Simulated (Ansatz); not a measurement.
Born–Oppenheimer molecular dynamics of F2GeH5P (9 atoms, charge 0, multiplicity 1). It starts at the highest image of a converged band. Of that band: Neighbouring images differ by up to 1.7 eV, so the band resolves the path poorly. A vibrational analysis at the climbing image gives one clearly imaginary mode, 843i cm⁻¹: a first-order saddle point.

Method: Ansatz, RKS PBE0-D4/def2-SVP.

| Quantity | Value |
| --- | --- |
| ensemble | NVE (velocity Verlet) |
| time step | 0.5 fs |
| steps asked | 200 |
| starting velocities drawn for | 100 K |
| seed | 2308 |

First frame:

```xyz
9
Properties=species:S:1:pos:R:3
Ge -0.270 -0.083 0.031
F -0.037 1.169 1.551
H 0.955 -0.884 0.468
H -0.279 1.077 -0.961
F -1.111 -1.311 -0.927
P -2.474 -0.295 1.637
H -2.982 -0.084 0.327
H -2.016 -1.627 1.449
H -1.174 0.621 1.777
```

**Question.** How far do the bonds stretch over the last three quarters of this one trajectory? (Pairs bonded in most of those frames.)

**Answer.** 
```tsv
bond	mean (Å)	spread (Å)	shortest	longest
Ge1–F2	1.780	0.069	1.67	1.94
Ge1–H3	1.532	0.005	1.52	1.54
Ge1–H4	1.530	0.003	1.53	1.54
Ge1–F5	1.770	0.008	1.74	1.78
P6–H7	1.430	0.010	1.41	1.45
P6–H8	1.426	0.017	1.40	1.45
P6–H9	1.432	0.017	1.40	1.46
```

Pairs bonded in part of these frames only: Ge1–P6 11 %.

Mean temperature of the second half: 1472 K. The conserved energy stayed within 0.018 meV per atom of its start (net change -0.00078 meV per atom), so the integration is sound. The kinetic energy rose, since the run started high on the potential surface and went downhill. It ends in pieces (F2GeH2 + H3P), so much of that is their flight and rotation, not heat. A run of 0.1 ps of so small a system gives no equilibrium averages. The orbitals stay closed-shell, which can raise the energy where a bond breaks towards radicals; this wasn't checked here.

Run time: 7.4 min on 2 threads of Intel(R) Xeon(R) Platinum 8488C (Sapphire Rapids), with other jobs on the host, peak memory 0.25 GiB.
